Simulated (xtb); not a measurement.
A geometry relaxed with GFN2-xTB (xtb 6.7.1), charge 0, multiplicity 1:

```xyz
14

C     -2.0010    -0.4912     0.0591
C     -1.4142     0.7591     0.1077
H     -0.0471     2.7574     0.1673
O      0.5986     2.0418     0.0961
H     -3.0770    -0.6017     0.0990
C      0.7452    -0.3315    -0.0519
H     -2.0197     1.6523     0.1871
C     -0.0245     0.8487     0.0521
B      2.2873    -0.3372    -0.1222
N     -1.3093    -1.6159    -0.0377
H      2.8830     0.6658    -0.0915
C      0.0053    -1.5212    -0.0898
H      2.8454    -1.3610    -0.2069
H      0.5281    -2.4654    -0.1682
```

Task: Write the SMILES of this molecule.

Result: `Bc1cnccc1O`
